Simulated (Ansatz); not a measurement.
Ansatz (an electronic-structure program) input (HF/3-21G): The .json file is the Basis Set Exchange's 3-21G.

Ansatz 0.2 input:
```yaml
crystal:
  periodic: [false, false, false]
  atoms:
    - {symbol: Se, position_ang: [-0.00000000, -0.00000000, -0.04224583]}
    - {symbol: H, position_ang: [0.00000000, 0.00000000, 1.43635828]}
basis:
  gaussian:
    orbitals: 3-21G.json
hamiltonian:
  xc: {name: HF}
magnetization: {spin_polarized: true, initial_magnetization: 1}
phonons: {temperatures: {t_min: 298.15, t_max: 298.15, t_step: 100}}
```

Question: Which harmonic wavenumbers does it give?

Answer: 2304 cm⁻¹ (unscaled; negative means imaginary).
